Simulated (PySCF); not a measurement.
# Mayer bond orders and bond lengths

Compound: terephthaloyl chloride, C8H4Cl2O2.
SMILES with atom numbers: `[O:1]=[C:2]([Cl:3])[c:4]1[cH:5][cH:6][c:7]([C:8](=[O:9])[Cl:10])[cH:11][cH:12]1` (hydrogens: H13 on C5; H14 on C6; H15 on C11; H16 on C12)

Geometry (GFN2-xTB, Å), atoms numbered from 1 in this order:
```xyz
16
C8H4Cl2O2 angstrom
O      3.4753   -0.9103   -0.7455
C      2.8564   -0.0905   -0.1465
Cl     3.7264    1.1759    0.7263
C      1.3907   -0.0055   -0.0441
C      0.7211    0.9848    0.6741
C     -0.6574    0.9886    0.7155
C     -1.3916    0.0064    0.0430
C     -2.8572    0.0916    0.1451
O     -3.4764    0.9128    0.7418
Cl    -3.7271   -1.1772   -0.7248
C     -0.7221   -0.9837   -0.6756
C      0.6565   -0.9873   -0.7171
H      1.2813    1.7448    1.1950
H     -1.1904    1.7483    1.2668
H     -1.2825   -1.7431   -1.1967
H      1.1894   -1.7468   -1.2686
```

Bond orders from the PBE0/pcSseg-1 density (PySCF). The structure is a single GFN2-xTB conformer in the gas phase; no vibrational or solvent corrections.

Task: How far do the computed orders between heavy atoms stray from the drawn ones?

Result: The largest departure is 0.157, at C4–C5 (drawn aromatic, 1.343) and C7–C11 (drawn aromatic, 1.343), counting aromatic bonds as 1.5. The bonds drawn aromatic range from 1.34 to 1.46.

Task: Give the Mayer order of every bond, beside its length.

Result: 
| bond | drawn as | length (Å) | Mayer order |
| --- | --- | --- | --- |
| O1–C2 | double | 1.189 | 2.053 |
| C2–Cl3 | single | 1.767 | 0.999 |
| C2–C4 | single | 1.472 | 0.953 |
| C4–C5 | aromatic | 1.395 | 1.343 |
| C5–C6 | aromatic | 1.379 | 1.456 |
| C6–C7 | aromatic | 1.399 | 1.382 |
| C7–C8 | single | 1.472 | 0.953 |
| C8–O9 | double | 1.189 | 2.053 |
| C8–Cl10 | single | 1.767 | 0.999 |
| C7–C11 | aromatic | 1.395 | 1.343 |
| C11–C12 | aromatic | 1.379 | 1.456 |
| C12–C4 | aromatic | 1.399 | 1.382 |
| C5–H13 | single | 1.078 | 0.950 |
| C6–H14 | single | 1.079 | 0.954 |
| C11–H15 | single | 1.078 | 0.950 |
| C12–H16 | single | 1.079 | 0.954 |

Bonds between the same two heavy elements. C–O: all 2 within 0.02 of one another (2.053 to 2.053). C–Cl: all 2 within 0.02 of one another (0.999 to 0.999). C–C: lowest C2–C4 and C7–C8 (0.953, 1.472 Å), highest C5–C6 and C11–C12 (1.456, 1.379 Å); in 4 of the 28 pairs the longer bond (by over 0.003 Å) has the higher order (by 0.02 or more). Bonds named together lie within 0.004.

Task: Sum the orders of all bonds at each heavy atom with more than one neighbour and set the sums beside the valence in the SMILES.

Result: C2 4.005 (drawn 4), C4 3.678 (drawn 4), C5 3.749 (drawn 4), C6 3.792 (drawn 4), C7 3.678 (drawn 4), C8 4.005 (drawn 4), C11 3.749 (drawn 4), C12 3.792 (drawn 4). Orders between atoms that aren't bonded are not in these sums.

The Mayer order sums products of elements of PS (density times overlap matrix) between the two atoms' basis functions, so it depends on the basis set.
